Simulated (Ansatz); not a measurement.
`C=[CH][InH2]`. Charge 0, multiplicity 1. In: def2 effective core potential. Geometry: relaxed with PBE0-D4/def2-TZVP.

```xyz
8

C    -1.119    0.946    0.071
C     0.181    0.722   -0.115
In    0.984   -1.253   -0.013
H    -1.822    0.142    0.282
H    -1.553    1.944    0.024
H     0.816    1.581   -0.322
H     2.663   -1.569   -0.249
H    -0.150   -2.513    0.321
```

**Question.** What is the dipole moment at ωB97M-V/def2-TZVPP? (Estimate.)

**Answer.** The calculation gave: 0.56 D, with components (-0.16, 0.54, -0.04) D in this frame, pointing from negative to positive charge.

**Question.** And with PBE, r2SCAN, B3LYP? (An estimate is asked.)

**Answer.** Ansatz gave: PBE 0.73 D, r2SCAN 0.70 D, B3LYP 0.67 D.

**Question.** Give the Mulliken charges with ωB97M-V, r2SCAN, B3LYP in def2-TZVPP. (An estimate is asked.)

**Answer.** Ansatz gave: 
| atom | ωB97M-V | r2SCAN | B3LYP |
| --- | --- | --- | --- |
| C1 | -0.20 | -0.13 | -0.21 |
| C2 | -0.36 | -0.35 | -0.33 |
| In3 | 0.46 | 0.55 | 0.54 |
| H4 | 0.10 | 0.08 | 0.10 |
| H5 | 0.10 | 0.07 | 0.10 |
| H6 | 0.11 | 0.08 | 0.10 |
| H7 | -0.10 | -0.14 | -0.15 |
| H8 | -0.11 | -0.15 | -0.16 |

B3LYP here is the variant with VWN-RPA as its local correlation; programs differ in this.
